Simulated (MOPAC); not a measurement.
MOPAC input (AM1):

```
AM1 1SCF CHARGE=-1 GEO-OK AUX(PRECISION=9) THREADS=1
C2H9Si2

C    -1.33120500 1    1.38146200 1    0.33011200 1
Si   -0.39306000 1    0.10535100 1   -0.83581300 1
C    -1.17647600 1   -1.54691100 1   -0.11176400 1
Si    1.61590000 1    0.01703500 1    0.45294200 1
H    -1.34494600 1    1.09027900 1    1.38796600 1
H    -2.37278900 1    1.47591900 1    0.00029400 1
H    -0.88423300 1    2.37876600 1    0.26108600 1
H    -1.20369800 1   -1.58295100 1    0.98458900 1
H    -0.63024600 1   -2.42813200 1   -0.46425100 1
H    -2.20778300 1   -1.64693100 1   -0.47092800 1
H     1.52553300 1   -0.21357900 1    1.94960300 1
H     2.58353200 1   -1.05694800 1    0.02585200 1
H     2.46095700 1    1.26286700 1    0.37590000 1
```

Output:

```
 *******************************************************************************
 **                                                                           **
 **                              MOPAC v23.2.5                                **
 **                                                                           **
 *******************************************************************************
 ** MOPAC's Digital Object Identifier: https://doi.org/10.5281/zenodo.6511958 **
 **                                                                           **
 ** Please cite the open-source release paper for use of this MOPAC version:  **
 ** J. E. Moussa and J. J. P. Stewart (2026)                                  **
 ** MOPAC: An open-source semiempirical molecular orbital program             **
 ** J. Open Source Softw., 11(119), 8025, https://doi.org/10.21105/joss.08025 **
 *******************************************************************************

                              AM1 CALCULATION RESULTS

 *******************************************************************************
 *  AM1        - The AM1 Hamiltonian to be used
 *  GEO-OK     - OVERRIDE INTERATOMIC DISTANCE AND OTHER SAFETY CHECKS
 *
 *
 *
 *                 CHARGE ON SYSTEM = -1
 *
 *
 *
 *  1SCF       - DO 1 SCF AND THEN STOP
 *  AUX        - OUTPUT AUXILIARY INFORMATION
 *******************************************************************************
AM1 1SCF CHARGE=-1 GEO-OK AUX(PRECISION=9) THREADS=1
 C2H9Si2

   ATOM   CHEMICAL          X               Y               Z
  NUMBER   SYMBOL      (ANGSTROMS)     (ANGSTROMS)     (ANGSTROMS)

     1       C         -1.33120500  *   1.38146200  *   0.33011200  *
     2      Si         -0.39306000  *   0.10535100  *  -0.83581300  *
     3       C         -1.17647600  *  -1.54691100  *  -0.11176400  *
     4      Si          1.61590000  *   0.01703500  *   0.45294200  *
     5       H         -1.34494600  *   1.09027900  *   1.38796600  *
     6       H         -2.37278900  *   1.47591900  *   0.00029400  *
     7       H         -0.88423300  *   2.37876600  *   0.26108600  *
     8       H         -1.20369800  *  -1.58295100  *   0.98458900  *
     9       H         -0.63024600  *  -2.42813200  *  -0.46425100  *
    10       H         -2.20778300  *  -1.64693100  *  -0.47092800  *
    11       H          1.52553300  *  -0.21357900  *   1.94960300  *
    12       H          2.58353200  *  -1.05694800  *   0.02585200  *
    13       H          2.46095700  *   1.26286700  *   0.37590000  *

          CARTESIAN COORDINATES

    NO.       ATOM           X           Y           Z

     1         C         -1.3312      1.3815      0.3301
     2        Si         -0.3931      0.1054     -0.8358
     3         C         -1.1765     -1.5469     -0.1118
     4        Si          1.6159      0.0170      0.4529
     5         H         -1.3449      1.0903      1.3880
     6         H         -2.3728      1.4759      0.0003
     7         H         -0.8842      2.3788      0.2611
     8         H         -1.2037     -1.5830      0.9846
     9         H         -0.6302     -2.4281     -0.4643
    10         H         -2.2078     -1.6469     -0.4709
    11         H          1.5255     -0.2136      1.9496
    12         H          2.5835     -1.0569      0.0259
    13         H          2.4610      1.2629      0.3759

  H: (AM1): M.J.S. DEWAR ET AL, J. AM. CHEM. SOC. 107 3902-3909 (1985)
  C: (AM1): M.J.S. DEWAR ET AL, J. AM. CHEM. SOC. 107 3902-3909 (1985)
 Si: (AM1): M.J.S.DEWAR, C. JIE, ORGANOMETALLICS, 6, 1486-1490 (1987).

           Empirical Formula: C2 H9 Si2  =    13 atoms

      MOLECULAR POINT GROUP   :   Cs

      RHF CALCULATION, NO. OF DOUBLY OCCUPIED LEVELS = 13

 -------------------------------------------------------------------------------
 AM1 1SCF CHARGE=-1 GEO-OK AUX(PRECISION=9) THREADS=1
 C2H9Si2

     1SCF WAS SPECIFIED, SO BFGS WAS NOT USED
     SCF FIELD WAS ACHIEVED

                              AM1 CALCULATION
                                                       MOPAC v23.2.5 Linux

          FINAL HEAT OF FORMATION =         -7.56823 KCAL/MOL =     -31.66547 KJ/MOL

          COSMO AREA              =        146.94 SQUARE ANGSTROMS
          COSMO VOLUME            =        148.12 CUBIC ANGSTROMS

          IONIZATION POTENTIAL    =          1.901602 EV
          HOMO LUMO ENERGIES (EV) =         -1.902  5.008
          NO. OF FILLED LEVELS    =         13
          MOLECULAR WEIGHT        =         89.2641         POINT GROUP:  Cs

          MOLECULAR DIMENSIONS (Angstroms)

            Atom       Atom       Distance
            H    12    H     6     5.56607
            H    13    H    10     4.78876
           Si     2    H    11     2.63189

          SCF CALCULATIONS        =          1

   ATOM   CHEMICAL          X               Y               Z
  NUMBER   SYMBOL      (ANGSTROMS)     (ANGSTROMS)     (ANGSTROMS)

     1       C         -1.33120500  *   1.38146200  *   0.33011200  *
     2      Si         -0.39306000  *   0.10535100  *  -0.83581300  *
     3       C         -1.17647600  *  -1.54691100  *  -0.11176400  *
     4      Si          1.61590000  *   0.01703500  *   0.45294200  *
     5       H         -1.34494600  *   1.09027900  *   1.38796600  *
     6       H         -2.37278900  *   1.47591900  *   0.00029400  *
     7       H         -0.88423300  *   2.37876600  *   0.26108600  *
     8       H         -1.20369800  *  -1.58295100  *   0.98458900  *
     9       H         -0.63024600  *  -2.42813200  *  -0.46425100  *
    10       H         -2.20778300  *  -1.64693100  *  -0.47092800  *
    11       H          1.52553300  *  -0.21357900  *   1.94960300  *
    12       H          2.58353200  *  -1.05694800  *   0.02585200  *
    13       H          2.46095700  *   1.26286700  *   0.37590000  *

                             CARTESIAN COORDINATES

   1    C       -1.331205000     1.381462000     0.330112000
   2   Si       -0.393060000     0.105351000    -0.835813000
   3    C       -1.176476000    -1.546911000    -0.111764000
   4   Si        1.615900000     0.017035000     0.452942000
   5    H       -1.344946000     1.090279000     1.387966000
   6    H       -2.372789000     1.475919000     0.000294000
   7    H       -0.884233000     2.378766000     0.261086000
   8    H       -1.203698000    -1.582951000     0.984589000
   9    H       -0.630246000    -2.428132000    -0.464251000
  10    H       -2.207783000    -1.646931000    -0.470928000
  11    H        1.525533000    -0.213579000     1.949603000
  12    H        2.583532000    -1.056948000     0.025852000
  13    H        2.460957000     1.262867000     0.375900000

           Empirical Formula: C2 H9 Si2  =    13 atoms

      MOLECULAR POINT GROUP   :   Cs

                  EIGENVALUES
 -24.26122 -23.17026 -10.92413  -9.27782  -9.12539  -8.72743  -8.55724  -7.87935
  -7.56026  -7.53957  -5.71108  -4.67951  -1.90160   5.00769   5.78091   5.81606
   6.70803   6.78802   7.88638   9.22216   9.23096   9.28295   9.34261   9.86048
   9.86525

              NET ATOMIC CHARGES AND DIPOLE CONTRIBUTIONS

  ATOM NO.   TYPE          CHARGE      No. of ELECS.   s-Pop       p-Pop
    1          C          -0.409023        4.4090     1.26223     3.14679
    2         Si          -0.018753        4.0188     1.14409     2.87466
    3          C          -0.409023        4.4090     1.26223     3.14679
    4         Si           0.161761        3.8382     0.96523     2.87301
    5          H           0.030890        0.9691     0.96911
    6          H           0.035316        0.9647     0.96468
    7          H           0.034162        0.9658     0.96584
    8          H           0.030890        0.9691     0.96911
    9          H           0.034162        0.9658     0.96584
   10          H           0.035316        0.9647     0.96468
   11          H          -0.179380        1.1794     1.17938
   12          H          -0.173159        1.1732     1.17316
   13          H          -0.173159        1.1732     1.17316
 DIPOLE           X         Y         Z       TOTAL
 POINT-CHG.    -0.581     0.270    -1.995     2.095
 HYBRID         0.634    -0.681     4.734     4.824
 SUM            0.052    -0.411     2.739     2.770

          ATOMIC ORBITAL ELECTRON POPULATIONS

     Atom    s        px        py        pz
    1  C   1.26223   1.03198   1.07391   1.04090
    2 Si   1.14409   0.67122   0.69922   1.50422
    3  C   1.26223   1.01653   1.13039   0.99988
    4 Si   0.96523   1.10557   0.83386   0.93358
    5  H   0.96911
    6  H   0.96468
    7  H   0.96584
    8  H   0.96911
    9  H   0.96584
   10  H   0.96468
   11  H   1.17938
   12  H   1.17316
   13  H   1.17316

 **********************
 *                    *
 * JOB ENDED NORMALLY *
 *                    *
 **********************

 == MOPAC DONE ==
```

The dipole moment of an ion depends on the origin.

The geometry given is a B3LYP-D3(BJ)/def2-TZVP minimum.
